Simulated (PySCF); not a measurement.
Stepwise substitution at one centre (Sn H-F). Isolated molecules, 0 K electronic values unless said otherwise. Strings in code marks are SMILES.

The numbers are results of PySCF with B3LYP-D3(BJ)/def2-TZVP // PBE0-D4/def2-TZVP, not measurements. All candidates: neutral, multiplicity 1. B3LYP has the VWN-RPA correlation part, as in Gaussian. 

The HOMO is -9.17 eV. The dipole moment is 2.72 D and the HOMO–LUMO gap is 8.08 eV.

Q: Say which member has these values.
A. `[F][Sn]([F])([F])[F]`
B. `[SnH4]`
C. `[F][SnH3]`

A: C, `[F][SnH3]`. The others give `[SnH4]`: -8.98 eV, 0.00 D, 9.28 eV; `[F][Sn]([F])([F])[F]`: -12.11 eV, 0.00 D, 8.09 eV
